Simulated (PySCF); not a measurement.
Compound: C₃H₉AsSi.
Bonds: C1–C2 (double), C2–C3, C3–Si4, Si4–As5. Hydrogens: H6, H7 on C1; H8 on C2; H9, H10 on C3; H11, H12 on Si4; H13, H14 on As5.

Method: PBE0-D3(BJ)/def2-SVP geometry optimisation, gas phase (PySCF 2.14.0); density fitting, grid level 1; the optimiser is geomeTRIC in internal coordinates, started from a GFN2-xTB structure.

Step 0: E = -71949.5301 eV
```
atom  x, y, z in Å  |  force x, y, z in eV/Å
C1     -2.1256   -0.4473   -0.6051   -0.276  -0.259  -0.075
C2     -1.1069    0.3824   -0.7424    0.381   0.401   0.075
C3     -0.6043    1.2998    0.3095    0.486  -0.346  -0.167
Si4     1.0747    0.6575    0.9805   -0.963   0.450   0.068
As5     2.4282    0.2083   -0.8602    0.219   0.359  -0.453
H6     -2.7009   -0.4835    0.3059   -0.308  -0.011   0.550
H7     -2.4348   -1.1130   -1.3928   -0.122  -0.361  -0.483
H8     -0.5448    0.4010   -1.6747    0.077  -0.071  -0.367
H9     -1.3277    1.3869    1.1181   -0.187   0.051   0.445
H10    -0.4518    2.2944   -0.1143    0.153   0.406  -0.064
H11     1.6488    1.7180    1.8293    0.360   0.290   0.155
H12     0.7893   -0.4897    1.8583    0.026  -0.448   0.164
H13     1.8443   -1.1618   -1.0310   -0.317  -0.393  -0.145
H14     3.5107   -0.3735   -0.0033    0.470  -0.066   0.295
```

**Question.** Estimate the geometry and energy of step 1. (The exact step hangs on the optimiser's Hessian estimate; all steps are aligned on step 0, rigid shifts and turns removed.)

**Answer.** E = -71949.6259 eV, largest force 0.238 eV/Å
```
atom  x, y, z in Å  |  force x, y, z in eV/Å
C1     -2.1777   -0.4551   -0.6091   -0.049  -0.026   0.044
C2     -1.1475    0.3812   -0.7536    0.041  -0.036  -0.058
C3     -0.6081    1.2959    0.2941   -0.019   0.097   0.085
Si4     1.0488    0.6812    0.9944    0.098  -0.065  -0.060
As5     2.4998    0.2206   -0.8344    0.016  -0.225   0.073
H6     -2.7463   -0.5060    0.3264    0.020  -0.009  -0.023
H7     -2.4930   -1.1161   -1.4208    0.008   0.022   0.014
H8     -0.6167    0.3902   -1.7155   -0.006   0.006   0.009
H9     -1.3192    1.4032    1.1324    0.048   0.003  -0.033
H10    -0.4338    2.3048   -0.1223    0.010  -0.037   0.030
H11     1.7182    1.7376    1.8224   -0.095  -0.018  -0.005
H12     0.8295   -0.5385    1.8345   -0.016   0.058   0.003
H13     1.8595   -1.1574   -1.0510    0.079   0.153   0.000
H14     3.5857   -0.3620    0.0804   -0.134   0.076  -0.081
```

The energy changes by -0.0958 eV. The first-order estimate −F·Δx gives -0.2216 eV and the mean of the old and new forces, exact on a quadratic surface, -0.0949 eV. The step makes an angle of 63° with the force vector and moves no atom by more than 0.113 Å.

The cost below is that of the whole optimisation. The run took about 2.3 min of CPU time (one thread, shared machine).
